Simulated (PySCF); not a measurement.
Cost of one run: geometry optimisation, `C=C[CH2][Ge]1([CH3])[CH2]CCC[CH2]1`.

Method: PBE0-D3(BJ)/def2-SVP geometry optimisation, gas phase (PySCF 2.14.0). Work: geometry optimisation from a GFN2-xTB start shaken at random, density fitting. A driver script takes a list of jobs; this job's settings line and coordinates (Å) are shown.

Command:
```bash
OMP_NUM_THREADS=1 python probes_run.py task.json out
```

Input:
```
{"job": {"xc": "PBE0", "basis": "def2-SVP", "d3": "d3bj", "grid": 1, "shake": 0.01, "kind": "geom"}, "charge": 0, "multiplicity": 1}
C      3.760930    -0.916880     0.453870
C      2.564780    -0.422040     0.839850
C      1.765250     0.599510     0.097540
Ge     0.241760    -0.229210    -0.843510
C      0.865750    -1.517140    -2.226160
C     -1.030670    -1.109030     0.451690
C     -1.863440    -0.072850     1.177350
C     -2.660880     0.816300     0.216770
C     -1.827070     1.830460    -0.522080
C     -0.963230     1.185020    -1.614180
H      4.211980    -0.537790    -0.438390
H      4.273850    -1.645550     1.014010
H      2.085240    -0.785150     1.739070
H      2.388800     1.100400    -0.632880
H      1.402420     1.346370     0.795120
H      1.500650    -2.247120    -1.745210
H      1.453790    -0.981950    -2.972920
H      0.029980    -2.005160    -2.699600
H     -1.684380    -1.802820    -0.088680
H     -0.504470    -1.707250     1.185940
H     -2.582360    -0.577280     1.846470
H     -1.219960     0.546330     1.778210
H     -3.417170     1.368490     0.781250
H     -3.212880     0.180370    -0.498200
H     -1.171370     2.344670     0.173150
H     -2.498180     2.579380    -1.001550
H     -1.607830     0.715330    -2.361730
H     -0.365510     1.964270    -2.115180
```

Hardware: an Intel Xeon at 2.50 GHz with one thread, shared host. PySCF's memory limit was set to 1280 MB.

Task: How large is the basis?

Result: 248 functions.

Task: Estimate the wall time.

Result: About 18 min. The run took 9 energy-and-gradient evaluations and 63 SCF cycles, 2.0 min an evaluation on average.

Task: How much memory does it need at the peak?

Result: About 1.1 GiB. Peak memory is the resident size of the whole Python process, interpreter and libraries included.

Task: At this speed, how long would 1000 such jobs take on 96 cores, one job a core?

Result: 1000/96 gives 11 rounds of 18 min, about 3.3 h of wall time and 300 core-hours, if the jobs don't slow each other.

Other jobs ran on the host; a repeat could differ by tens of per cent or more.

The run converged: final energy -2429.62038 Eh after 8 steps; dipole 0.73 D.
